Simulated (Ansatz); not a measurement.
Total energies of Li₅N₂ from Ansatz at CCSD(T)/def2-TZVPP, gas phase (1 Eh = 27.2114 eV = 2625.5 kJ/mol). The reference geometry is relaxed at B3LYP-D4/def2-TZVP.

```
atom   x (Å)   y (Å)   z (Å)
 Li1  -0.471   0.962   1.313
 Li2   1.852  -0.852   1.291
 Li3  -0.613  -1.574  -0.162
 Li4   1.084   0.611  -1.152
 Li5  -1.852   0.855  -1.290
  N6   0.559  -0.259   0.389
  N7  -0.559   0.256  -0.390
```

```tsv
state	geometry	energy (Eh)
charge 0 doublet	reference	-146.87936
charge 1 singlet	reference	-146.76069
free Li atom (doublet)	–	-7.46805
free N atom (quartet)	–	-54.51594
```

Correlated methods freeze 2 core orbitals; core or outer-core shells of Li are correlated, in sets that lack core-valence functions. In CCSD on the charge 0 doublet the largest single amplitude is 0.37, so its Hartree–Fock determinant may place the open shell otherwise than the density functionals do.

Q: Work out the vertical ionisation energy to the singlet.

A: E(charge 1 singlet) − E(charge 0 doublet) = -146.76069 − (-146.87936) = 0.11867 Eh = 3.23 eV.

Q: What is the binding energy per atom against free atoms?

A: Atoms: 5 × (-7.46805) + 2 × (-54.51594) = -146.37213 Eh. Binding: -146.37213 − (-146.87936) = 0.50723 Eh = 13.80 eV, or 1.97 eV for each of 7 atoms (no zero-point energy, no counterpoise term).

At CCSD(T)/def2-TZVPP T1 of the charge 0 doublet is large (up to 0.060), so the single-reference result is doubtful. 

The structure comes from a short search, and lower isomers may exist.
